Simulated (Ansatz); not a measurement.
Born–Oppenheimer molecular dynamics of C3H9NSi (14 atoms, charge 0, multiplicity 1). It starts from a relaxed structure.

Computed with UKS B3LYP-D4/STO-3G in Ansatz.

| Quantity | Value |
| --- | --- |
| ensemble | NVT, Langevin thermostat |
| time step | 0.5 fs |
| steps asked | 206 |
| set temperature | 1500 K |
| friction | 0.05 /fs |
| temperature schedule | 51 steps to 1500 K, then 154 steps to 375 K |
| seed | 651489 |

First frame:

```xyz
14
Properties=species:S:1:pos:R:3
C -1.844 0.596 -0.537
C -0.482 -0.129 -0.476
Si -0.047 -1.413 0.761
N 0.440 0.329 0.699
C 1.855 0.594 0.207
H -1.730 1.607 -0.963
H -2.276 0.699 0.470
H -2.556 0.038 -1.167
H 0.009 -0.183 -1.462
H 0.889 -2.444 0.376
H -0.938 -1.774 1.836
H 2.228 -0.121 -0.556
H 1.897 1.608 -0.232
H 2.542 0.565 1.072
```

What does the run give?

All steps were run.

* steps done: 206
* time covered: 103 fs
* mean temperature over the second half: 920 K
* spread of the potential energy over the second half: 35.6 meV per atom
* mean potential energy of the second half above the start: 119.5 meV per atom

The schedule's set-point averaged 744 K over the second half and the system 920 K, so it lags behind the ramp. A run of 0.1 ps of so small a system gives no equilibrium averages. Limits of this set-up: minimal basis.

What happens to the structure?

The same pairs are bonded in the first frame and the last. Pairs count as bonded within 1.25 times the sum of covalent radii (0.12 Å more for H–H). Another seed would give other details.

How do temperature and energy run in time?


| time (fs) | T (K) | potential energy less start (eV) |
| --- | --- | --- |
| 0.0 | 1393 | 0.000 |
| 3.0 | 984 | 1.106 |
| 6.0 | 799 | 1.649 |
| 9.0 | 1068 | 1.228 |
| 12.0 | 643 | 1.419 |
| 15.0 | 896 | 1.320 |
| 18.0 | 857 | 1.059 |
| 21.0 | 781 | 1.437 |
| 24.0 | 881 | 1.453 |
| 27.0 | 725 | 1.397 |
| 30.0 | 1059 | 1.295 |
| 33.0 | 1245 | 1.493 |
| 36.0 | 1015 | 2.411 |
| 39.0 | 1084 | 2.508 |
| 42.0 | 1159 | 2.579 |
| 45.0 | 1266 | 1.548 |
| 48.0 | 1167 | 1.967 |
| 51.0 | 1377 | 1.938 |
| 54.0 | 925 | 2.677 |
| 57.0 | 962 | 2.136 |
| 60.0 | 1386 | 1.969 |
| 63.0 | 1486 | 1.900 |
| 66.0 | 873 | 2.593 |
| 69.0 | 930 | 2.347 |
| 72.0 | 989 | 1.722 |
| 75.0 | 1156 | 1.448 |
| 78.0 | 884 | 1.318 |
| 81.0 | 676 | 1.484 |
| 84.0 | 752 | 1.406 |
| 87.0 | 704 | 1.273 |
| 90.0 | 890 | 1.061 |
| 93.0 | 809 | 1.143 |
| 96.0 | 567 | 1.485 |
| 99.0 | 655 | 1.243 |
| 102.0 | 725 | 1.085 |

Time of the run: 32 min on 1 CPU thread of a shared host.
